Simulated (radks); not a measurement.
La II, configuration [Kr] 4d10 5s2 5p5.5 5d2.5 (fractional occupations, a model configuration). Calculated with a radial shooting solver on a logarithmic mesh with Libxc functionals: Dirac Kohn-Sham, AM05, spin-unpolarised, spherical densities, finite nucleus; open shells are shared between the two j in proportion to 2j + 1; Fermi nuclear charge, rms radius 4.855 fm.

Normalised radial functions P(r) = r R(r) (large component), r in bohr:

r           4d5/2
0.001182   0.0000
0.001589   0.0000
0.002137   0.0000
0.002872   0.0001
0.003862   0.0002
0.005192   0.0004
0.006981   0.0009
0.009386   0.0022
0.01262    0.0049
0.01697    0.0109
0.02263    0.0231
0.03042    0.0484
0.0409     0.0967
0.05499    0.1820
0.07393    0.3160
0.0994     0.4921
0.1336     0.6595
0.1797     0.7047
0.2416     0.4858
0.3248    -0.0505
0.4367    -0.7350
0.5871    -1.2055
0.7893    -1.1971
1.061     -0.8083
1.427     -0.3731
1.918     -0.1120
2.579     -0.0199
3.467     -0.0018
4.662     -0.0001
6.268     0.0000
8.427     0.0000

4d5/2: eigenvalue -107.50 eV, 1 radial node at r = 0.317 bohr, <r> = 0.772 bohr, 90 % of the charge inside 1.16 bohr.
